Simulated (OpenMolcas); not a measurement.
**Te²⁺: effect of the active space**

```json
{
 "Program": "OpenMolcas 26.06",
 "Method": "CASSCF or its RAS form",
 "Basis": "ANO-RCC-VQZP",
 "Scalar Hamiltonian": "DKH2, point nucleus",
 "Spin-orbit coupling": "RASSI with atomic mean-field integrals over the reference wave functions, term energies averaged over their components"
}
```

A. 2 electrons in 3 orbitals (5p); 2S+1 = 3 even, 3 roots; 2S+1 = 1 even, 6 roots; cost roughly 4 core-seconds
B. 4 electrons in 4 orbitals (5s 5p); 2S+1 = 3 even, 6 roots; 2S+1 = 1 even, 11 roots; 2S+1 = 5 odd, 1 root; 2S+1 = 3 odd, 9 roots; 2S+1 = 1 odd, 8 roots; cost roughly 23 core-seconds
C. 4 electrons in 8 orbitals (5s 5p 6s 6p); 2S+1 = 3 even, 3 roots; 2S+1 = 1 even, 9 roots; 2S+1 = 5 odd, 1 root; 2S+1 = 3 odd, 9 roots; 2S+1 = 1 odd, 8 roots; cost about 18 core-seconds
D. 2 electrons in 9 orbitals (RAS2 5p; RAS3 5d 6s, at most 1 electron); 2S+1 = 3 even, 3 roots; 2S+1 = 1 even, 6 roots; 2S+1 = 3 odd, 18 roots; 2S+1 = 1 odd, 18 roots; cost about 18 core-seconds
E. 4 electrons in 9 orbitals (RAS2 5s 5p; RAS3 5d, at most 2 electrons); 2S+1 = 3 even, 6 roots; 2S+1 = 1 even, 12 roots; 2S+1 = 5 odd, 1 root; 2S+1 = 3 odd, 8 roots; 2S+1 = 1 odd, 8 roots; cost about 27 core-seconds

Energies in cm⁻¹ above 5s² 5p² ³P₀, the measured ground level; measured values from the list in Zhang, Palmeri, Quinet and Biemont, Astron. Astrophys. 551, A136 (2013).

| Level | A | B | C | D | E | Measured |
| --- | --- | --- | --- | --- | --- | --- |
| 5s² 5p² ³P₀ | 0.0 | 0.0 | 0.0 | 0.0 | 0.0 | 0.0 |
| 5s² 5p² ³P₁ | 3788 | 4052 | 3878 | 3788 | 3849 | 4757 |
| 5s² 5p² ³P₂ | 7402 | 7618 | 7476 | 7402 | 7337 | 8167 |
| 5s² 5p² ¹D₂ | 18239 | 18443 | 19041 | 18239 | 17600 | 17360 |
| 5s² 5p² ¹S₀ | 34568 | 29202 | 29555 | 34568 | 31237 | 30398 |

Deviations, from unrounded energies. A percentage is the sum of absolute deviations over the sum of measured energies, with the sign that they share, or ± where signs differ.

```json
{"Against measurement": "mean absolute deviation (cm-1)", "Levels": "4", "A": "1700", "B": "880", "C": "1000", "D": "1700", "E": "700"}
{"Against measurement": "fine structure of the ground term (%)", "Levels": "2", "A": "-13.4", "B": "-9.7", "C": "-12.1", "D": "-13.4", "E": "-13.5"}
{"Against measurement": "other terms of the ground configuration (%)", "Levels": "2", "A": "+10.6", "B": "±4.8", "C": "±5.3", "D": "+10.6", "E": "+2.3"}
```

E lies closest to measurement on these levels and A furthest from it. The largest miss of E in the table is 5s² 5p² ³P₁, by -910 cm-1. The ranking rests on the paired levels alone, and a cruder setting can come out closer through cancelling errors.

Among A to E the level of the table that moves most is 5s² 5p² ¹S₀, by 5400 cm-1 (lowest in B, highest in A).

With the s shell closed, the reference lacks s² → p² mixing (holds for A; D). The run also gave levels led by 5s² 5p 6p, 5s² 5p 6s, which use shells meant for correlation; these and all levels above them are left out (holds for C). The run also gave levels led by 5s 5p² 5d, 5s² 5p 5d, which use shells meant for correlation; these and all levels above them are left out (holds for E). Computed and measured levels are paired by configuration, term and J; levels that our copy of the source lacks, or whose pairing is in doubt (as where it misses far off the trend of its configuration), stay unpaired and out of the deviations. Levels of configurations outside the active space are missing. Levels that lie high or do not pair safely by name in every column are left out.
